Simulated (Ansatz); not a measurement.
I3Si (SMILES I[Si](I)I), doublet, geometry from GFN2-xTB (core potentials on I); WB97X-V/def2-SVP (Ansatz, an electronic-structure program).

Ansatz was given this input:
Ansatz 0.2 input:
```yaml
crystal:
  periodic: [false, false, false]
  atoms:
    - {symbol: I, position_ang: [-1.93127252, -1.33453319, -0.03701836]}
    - {symbol: Si, position_ang: [0.01593701, -0.00484828, 0.77588505]}
    - {symbol: I, position_ang: [2.11920502, -1.00358043, -0.11814888]}
    - {symbol: I, position_ang: [-0.19214227, 2.33939430, -0.04978353]}
basis:
  gaussian:
    orbitals: def2-SVP
hamiltonian:
  xc: {name: wB97X-V}
magnetization: {spin_polarized: true, initial_magnetization: 1}
```

Write the output that Ansatz gives for this input, abridged.


```
Functional definition: wB97X-V
1174 factors; integrals over basis functions are off by at most 3.5e-4 eV
264 factors; integrals over basis functions are off by at most 5.6e-6 eV
mean field evaluation 1: about -32175.6131 eV, gradient 1.4e1 eV
mean field evaluation 2: about -32175.8936 eV, gradient 1.4e1 eV
mean field evaluation 4: about -32177.1896 eV, gradient 4.6e-1 eV
mean field evaluation 8: about -32177.2182 eV, gradient 6.5e-2 eV
mean field evaluation 16: about -32177.2185 eV, gradient 4.8e-5 eV
mean field -32177.21847401 eV, -1182.4909684177 hartree, gradient 4.8e-5 eV, S^2 0.757619; 0 other end points of the search recorded, 0 dependent functions left out
reference -32177.21847264 eV, -1182.4909683675 hartree; 45, 44 occupied and 51, 52 virtual orbitals, 1174 factors
Total energy: -32177.21847264 eV, -1182.4909683675 hartree
```
